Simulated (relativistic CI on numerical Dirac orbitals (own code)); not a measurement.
Pm⁵¹⁺: computed level list

These numbers are calculated, not measured: Dirac-Coulomb-Breit CI, separate exchange-only KLI orbitals for each configuration, QED by a radiative potential, unscaled Slater integrals (own radial code, finite nucleus).

Configurations in the expansion (outside the closed core 1s2): 2s²2p⁶, 2s²2p⁵3s, 2s²2p⁵3p, 2s²2p⁵3d, 2s2p⁶3s, 2s2p⁶3p, 2s2p⁶3d, 2s²2p⁵4s, 2s²2p⁵4p, 2s²2p⁵4d, 2s²2p⁵4f, 2s2p⁶4s, 2s²2p⁴3s², 2s2p⁶4p, 2s2p⁶4d, 2s²2p⁴3s3p, 2s2p⁶4f, 2s²2p⁵5s, 2s²2p⁵5p, 2s²2p⁵5d, 2s²2p⁵5f, 2s²2p⁵5g, 2s²2p⁴3s3d, 2s²2p⁴3p², 2s²2p⁴3p3d, 2s2p⁵3s², 2s²2p⁴3d², 2s2p⁵3s3p, 2s2p⁵3s3d, 2s2p⁵3p², 2s2p⁶5s, 2s2p⁶5p, 2s2p⁶5d, 2s2p⁶5f, 2s2p⁵3p3d, 2s2p⁶5g. Levels of other configurations are missing.

| No. | Configuration | Term | J | E (10³ cm⁻¹) | % | Next component (%) |
| --- | --- | --- | --- | --- | --- | --- |
| 41 | 2s²2p⁵4p | ³D | 2 | 61641.6 | 50 | 33 ¹D |
| 42 | 2s²2p⁵4p | ³D | 3 | 62144.1 | 100 |  |
| 43 | 2s²2p⁵4p | ¹P | 1 | 62145.7 | 57 | 35 ³S |
| 44 | 2s²2p⁵4p | ³P | 2 | 62173.5 | 67 | 33 ¹D |
| 45 | 2s²2p⁵4p | ¹S | 0 | 62292.9 | 65 | 35 ³P |
| 46 | 2s²2p⁵4d | ³P° | 0 | 62528.8 | 100 |  |
| 47 | 2s²2p⁵4d | ³P° | 1 | 62550.5 | 69 | 30 ³D° |
| 48 | 2s²2p⁵4d | ³F° | 3 | 62557.0 | 54 | 39 ¹F° |
| 49 | 2s²2p⁵4d | ³D° | 2 | 62572.9 | 56 | 18 ³F° |
| 50 | 2s²2p⁵4d | ³F° | 4 | 62670.8 | 100 |  |
| 51 | 2s²2p⁵4d | ¹D° | 2 | 62686.2 | 50 | 40 ³P° |
| 52 | 2s²2p⁵4d | ³D° | 3 | 62709.1 | 71 | 27 ¹F° |
| 53 | 2s²2p⁵4d | ¹P° | 1 | 62778.7 | 64 | 20 ³D° |
| 54 | 2s²2p⁵4f | ³D | 1 | 62899.7 | 100 |  |
| 55 | 2s²2p⁵4f | ³G | 4 | 62903.9 | 52 | 45 ¹G |
| 56 | 2s²2p⁵4f | ³D | 2 | 62914.8 | 52 | 44 ³F |
| 57 | 2s²2p⁵4f | ³F | 3 | 62922.7 | 52 | 23 ³G |
| 58 | 2s²2p⁵4f | ³G | 5 | 62957.9 | 100 |  |
| 59 | 2s²2p⁵4f | ¹D | 2 | 62967.2 | 63 | 26 ³D |
| 60 | 2s²2p⁵4f | ¹F | 3 | 62972.8 | 45 | 40 ³D |
| 61 | 2s²2p⁵4f | ³F | 4 | 62979.4 | 72 | 22 ¹G |
| 62 | 2s²2p⁵4s | ³P° | 0 | 65921.2 | 100 |  |
| 63 | 2s²2p⁵4s | ³P° | 1 | 65928.5 | 66 | 34 ¹P° |
| 64 | 2s²2p⁵4p | ³D | 1 | 66286.7 | 74 | 22 ¹P |
| 65 | 2s²2p⁵4p | ³P | 0 | 66380.8 | 65 | 35 ¹S |
| 66 | 2s²2p⁵4p | ³P | 1 | 66805.0 | 50 | 29 ³S |
| 67 | 2s²2p⁵4p | ³D | 2 | 66810.5 | 50 | 33 ¹D |
| 68 | 2s²2p⁵4d | ³F° | 2 | 67209.3 | 74 | 20 ¹D° |
| 69 | 2s²2p⁵4d | ³D° | 1 | 67266.7 | 49 | 35 ¹P° |
| 70 | 2s²2p⁵4d | ³P° | 2 | 67339.2 | 47 | 36 ³D° |
| 71 | 2s²2p⁵4d | ³F° | 3 | 67347.4 | 44 | 33 ¹F° |
| 72 | 2s²2p⁵4f | ³G | 3 | 67569.1 | 73 | 19 ¹F |
| 73 | 2s²2p⁵4f | ³F | 2 | 67575.1 | 45 | 33 ¹D |
| 74 | 2s²2p⁵4f | ³G | 4 | 67626.8 | 42 | 33 ¹G |
| 75 | 2s²2p⁵4f | ³D | 3 | 67627.1 | 54 | 30 ³F |
| 76 | 2s²2p⁵5s | ³P° | 2 | 68806.1 | 100 |  |
| 77 | 2s²2p⁵5s | ¹P° | 1 | 68814.2 | 66 | 33 ³P° |
| 78 | 2s2p⁶4s | ³S | 1 | 68848.2 | 96 | 2 2s²2p⁵5p ³S |
| 79 | 2s2p⁶4s | ¹S | 0 | 68918.3 | 100 |  |
| 80 | 2s²2p⁵5p | ³D | 2 | 68996.0 | 50 | 33 ¹D |
| 81 | 2s²2p⁵5p | ³P | 1 | 68999.1 | 48 | 30 ³S |
| 82 | 2s2p⁶4p | ³P° | 0 | 69229.3 | 99 | 1 2s²2p⁵5d ³P° |
| 83 | 2s2p⁶4p | ³P° | 1 | 69235.7 | 68 | 31 ¹P° |
| 84 | 2s²2p⁵5p | ³D | 3 | 69249.4 | 100 |  |
| 85 | 2s²2p⁵5p | ¹P | 1 | 69253.4 | 57 | 35 ³S |
| 86 | 2s²2p⁵5p | ³P | 2 | 69263.8 | 67 | 33 ¹D |
| 87 | 2s²2p⁵5p | ¹S | 0 | 69321.3 | 65 | 34 ³P |
| 88 | 2s²2p⁵5d | ³P° | 0 | 69440.5 | 99 | 1 2s2p⁶4p ³P° |
| 89 | 2s²2p⁵5d | ³P° | 1 | 69450.1 | 68 | 31 ³D° |
| 90 | 2s²2p⁵5d | ³F° | 3 | 69452.1 | 54 | 39 ¹F° |
| 91 | 2s²2p⁵5d | ³D° | 2 | 69459.6 | 55 | 18 ³F° |
| 92 | 2s²2p⁵5d | ³F° | 4 | 69511.4 | 100 |  |
| 93 | 2s²2p⁵5d | ¹D° | 2 | 69518.7 | 50 | 40 ³P° |
| 94 | 2s²2p⁵5d | ³D° | 3 | 69529.5 | 71 | 27 ¹F° |
| 95 | 2s²2p⁵5d | ¹P° | 1 | 69562.6 | 65 | 19 ³D° |
| 96 | 2s²2p⁵5f | ³D | 1 | 69621.0 | 100 |  |
| 97 | 2s²2p⁵5f | ³G | 4 | 69626.0 | 53 | 45 ¹G |
| 98 | 2s²2p⁵5f | ³D | 2 | 69629.7 | 55 | 43 ³F |
| 99 | 2s²2p⁵5f | ³F | 3 | 69634.9 | 52 | 22 ³G |
| 100 | 2s²2p⁵5f | ³G | 5 | 69653.4 | 100 |  |
| 101 | 2s²2p⁵5f | ¹D | 2 | 69659.0 | 64 | 23 ³D |
| 102 | 2s²2p⁵5f | ¹F | 3 | 69659.8 | 46 | 40 ³D |
| 103 | 2s²2p⁵5f | ³F | 4 | 69664.3 | 72 | 22 ¹G |
| 104 | 2s²2p⁵5g | ³F° | 2 | 69668.0 | 100 |  |
| 105 | 2s²2p⁵5g | ³H° | 5 | 69671.6 | 52 | 47 ¹H° |
| 106 | 2s²2p⁵5g | ³G° | 3 | 69673.9 | 51 | 43 ³F° |
| 107 | 2s²2p⁵5g | ³G° | 4 | 69676.9 | 49 | 25 ³H° |
| 108 | 2s²2p⁵5g | ¹F° | 3 | 69686.1 | 61 | 32 ³F° |
| 109 | 2s²2p⁵5g | ³H° | 6 | 69688.8 | 100 |  |
| 110 | 2s²2p⁵5g | ¹G° | 4 | 69691.7 | 43 | 39 ³F° |

Energies count from the lowest computed level; ° marks odd parity.

The mean weight of the leading LS term, summed over parents, in these 70 levels is 68 %, and that of the leading jj configuration (from the same eigenvectors) 99 %, so jj coupling describes them better and the LS labels are nominal.

At this charge energies of transitions that change n are usually good to better than 1 %, and those within a shell (Δn = 0) to a few per cent.

LS names give the leading component of a level, which can be under half, so a name can repeat, a term be missing and a line seem to break the LS rules.
